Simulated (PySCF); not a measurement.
**Computed properties of H6N2Sn, SMILES [NH2][SnH2][NH2]**

Sn(H)2(NH2)2 (H6N2Sn), SMILES [NH2][SnH2][NH2]. Geometry: PBE0-D3(BJ)/def2-SVP. The def2 effective core potentials stand for the cores of Sn; spin–orbit coupling is left out. One conformer was computed; it need not be the lowest. All values are computed for the isolated molecule unless a solvent is named; none is compared with measurement here.

**Structure.** All 21 harmonic modes at PBE0-D3(BJ)/def2-SVP (PySCF) are real, so it is a minimum. With heavy atoms numbered as in [SnH2:1]([NH2:2])[NH2:3], the shortest bond between them is Sn1–N2 at 2.039 Å and the longest Sn1–N3 at 2.049 Å.

**Vibrations.** The strongest infrared lines (harmonic, unscaled, degenerate partners summed) lie at 1907 cm⁻¹ (190 km/mol, H 99 %), 532 cm⁻¹ (164 km/mol, N 52 %, H 46 %), 1950 cm⁻¹ (155 km/mol, H 99 %). The softest mode is at 122 cm⁻¹ and the zero-point energy is 40.1 kcal/mol.

**Electronic structure.** B3LYP/def2-TZVPD (PySCF) places the frontier levels at -7.01 and -0.57 eV, a gap of 6.44 eV, and gives a dipole moment of 1.46 D and a mean polarisability of 61.9 bohr³.

**Excitations.** TDDFT-ωB97X/def2-SVPD (PySCF) has S1 at 6.27 eV (198 nm, f = 0.063, bright); the most intense of the 10 singlets computed lies at 6.41 eV (f = 0.09). T1 (TDA) is at 5.76 eV. No vertical singlet excitation falls in the visible range (under 3.1 eV).
